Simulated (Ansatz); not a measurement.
A nudged elastic band was laid between two geometries of CH5BFNS (10 atoms, charge 0, multiplicity 1).

Level of theory: RKS B3LYP/def2-SVP in Ansatz.

```json
{
  "movable images": "5",
  "climbing image": "yes",
  "spring": "5.0 eV/Å²",
  "optimiser": "quadratic models (default)",
  "start path": "through a guess of the saddle point",
  "force threshold": "0.03 eV/Å",
  "iteration limit": "60",
  "end points": "relaxed"
}
```

Image 0:

```xyz
10
Properties=species:S:1:pos:R:3
B -0.781 -0.078 -0.824
S -0.750 -0.253 -2.654
N 0.352 -0.002 -0.002
C 0.339 0.138 1.444
H 1.275 -0.048 -0.416
F -2.003 -0.022 -0.271
H 0.595 -0.267 -2.792
H 0.817 -0.721 1.947
H -0.700 0.196 1.795
H 0.858 1.056 1.773
```

Image 6:

```xyz
10
Properties=species:S:1:pos:R:3
B -1.614 -0.034 -0.040
S 0.837 -0.799 -2.759
N -0.638 0.069 0.722
C 0.409 0.201 1.658
H 0.649 -0.529 -1.444
F -2.631 -0.139 -0.842
H 0.850 0.515 -3.081
H 0.910 -0.766 1.849
H 0.043 0.576 2.630
H 1.186 0.905 1.307
```

What changes between the two ends?

Bonds broken: B1–S2, N3–H5. Bonds formed: S2–H5. CH5BFNS becomes CH3BFN + H2S.

Give the energies along the band, and the barrier.

It did not converge within its limit. The highest image is number 4 of 0 to 6, 66.8 kcal/mol above the first end and 14.0 kcal/mol above the last; the last end lies 52.8 kcal/mol above the first. The band didn't meet its force threshold, so its energies are provisional: the largest band force was still 0.13 eV/Å, and over the last iterations the top stayed at 2.90 eV. Neighbouring images lie up to 2.5 Å apart, so the band is torn or far too coarse. Inner images lie below an end point, which means an intermediate or an end that isn't the lowest structure nearby. The orbitals stay closed-shell, which can raise the energy where a bond breaks towards radicals; this wasn't checked here.

| image | path coordinate (Å) | energy (kcal/mol) | B1–S2 (Å) | N3–H5 (Å) | S2–H5 (Å) |
| --- | --- | --- | --- | --- | --- |
| 0 | 0.00 | 0.0 | 1.84 | 1.01 | 3.03 |
| 1 | 2.55 | 0.8 | 1.84 | 1.01 | 2.94 |
| 2 | 5.10 | 1.0 | 1.84 | 1.01 | 3.08 |
| 3 | 7.65 | -0.6 | 1.84 | 1.01 | 2.98 |
| 4 | 10.19 | 66.8 | 2.14 | 1.83 | 1.41 |
| 5 | 11.46 | 55.6 | 3.14 | 2.54 | 1.35 |
| 6 | 12.72 | 52.8 | 3.74 | 2.59 | 1.36 |

Run time: 8 min on 2 threads of Intel(R) Xeon(R) Platinum 8488C (Sapphire Rapids), on a shared host, peak memory 0.22 GiB.
